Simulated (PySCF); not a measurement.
## Bond length, frequency and bond energy of HgF⁺ by level of theory

State: ¹Σ⁺ (singlet), closed shell. Set-up: basis Hg def2-SVPD with ECP60, F def2-SVPD; scalar-relativistic core potentials; PySCF 2.14. De refers to Hg⁺ + F in their high-spin ground configurations, without counterpoise correction. A positive dipole points towards F; it is taken about the centre of mass and depends on that origin.

| Level | Re (Å) | ωe (cm⁻¹) | De (eV) | μ (D) |
| --- | --- | --- | --- | --- |
| RHF | 1.927 | 642 | -0.377 | -5.56 |
| RHF-MP2 | 1.936 | 585 | 1.51 | n/a |
| RHF-SCS-MP2 | 1.943 | 577 | 1.40 | n/a |
| RHF-CCSD | 1.946 | 573 | 1.29 | n/a |
| RHF-CCSD(T) | 1.964 | 530 | 1.51 | n/a |
| PBE | 1.957 | 542 | 2.06 | -3.34 |
| PW91 | 1.955 | 545 | 2.09 | -3.35 |
| TPSS | 1.952 | 554 | 1.93 | -3.46 |
| r²SCAN | 1.935 | 576 | 1.78 | -3.59 |
| PBE0 | 1.933 | 585 | 1.52 | -3.91 |
| MN15 | 1.915 | 599 | 1.55 | -3.76 |
| LC-ωPBE | 1.920 | 619 | 1.64 | -4.40 |

(1) Which functional lies closest to RHF-CCSD(T) in De, which farthest, and by how much do they differ from it?

(2) What does a quarter of exact exchange do here, going from PBE to PBE0?

(3) What does the step from GGA to meta-GGA do here, going from PBE to r²SCAN?

Correlated steps freeze 1 core orbital. Correlated levels converge slowly with the basis: in double zeta they bind strong bonds too weakly, by up to about 1 eV, and carry superposition errors of some tenths. Spin–orbit coupling is left out, which matters for elements this heavy, above all for dissociation energies. For an ion De counts to the pair picked by the measured ionisation energies or electron affinities, which need not be the lowest pair at this level. Where the molecule has an RHF reference, its open-shell atoms are computed with UHF. The CCSD T1 diagnostic is raised, a sign that a single reference may not be enough here. A negative De means that the minimum lies above the separated atoms at that level.

The whole job (state search and all levels along the bond) took about 1.8 min on 1 thread of Intel Xeon Platinum 8375C @ 2.90GHz (shared host), peak memory 0.77 GiB.

Answers

(1) Closest is PBE0 (-3.1 pm in Re, +10.4 % in ωe, +0.01 eV in De against RHF-CCSD(T) in the same basis), farthest PW91 (-0.9 pm in Re, +2.8 % in ωe, +0.58 eV in De). CCSD(T) converges more slowly with the basis than the functionals do and binds too weakly in this one, so the order can change at the basis-set limit.

(2) PBE0 less PBE: -2.4 pm in Re, +7.9 % in ωe, -0.54 eV in De. Exact exchange removes part of the self-interaction that spreads semilocal densities, and in most molecules shortens and stiffens the bond and lowers De; so it does here.

(3) r²SCAN less PBE: -2.2 pm in Re, +6.3 % in ωe, -0.28 eV in De.
